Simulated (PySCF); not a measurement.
Relaxation of singlet GeOBr2

These are results of PySCF, PBE, basis Ge def2-SVP, O def2-SVP, Br def2-SVP (no relativity, density fitting), not measurements. A (50,194) grid was used.

A hand-made T-shaped (ligand arrangement 1) start, of Cs symmetry, held to at least that symmetry:

```xyz
4
charge 0 multiplicity 1, angstrom
Ge   -0.6397    0.0000   -0.7785
O    -2.3187    0.0000   -0.7199
Br   -0.6397    0.0000    1.5715
Br    1.7089    0.0000   -0.6965
```

Optimiser trace:
```csv
step,E − E(last) (kJ/mol),largest gradient (Eh/bohr)
0,163.61,0.04603
1,96.15,0.03816
2,31.97,0.04872
3,9.73,0.01894
4,1.12,0.00890
5,0.18,0.00618
6,0.12,0.00368
7,0.00,0.00040
8,0.00,0.00015
```

It ends at C2v with Ge–Br 2.301 Å (×2), Ge–O 1.648 Å; Br–Ge–Br 108.4°, Br–Ge–O 125.8° (×2) (after a last refinement on a finer grid). The frequency run here used a shortcut that can spoil soft modes, so no verdict on minimum or saddle point is given. Other isomers or separated fragments may lie lower.

Final geometry:
```xyz
4
charge 0 multiplicity 1, angstrom
Ge   -0.6186    0.0000   -0.4269
O    -1.9751    0.0000   -1.3633
Br   -0.5702    0.0000    1.8738
Br    1.5498    0.0000   -1.1976
```

The relaxation took roughly 60 core-seconds on a shared host.
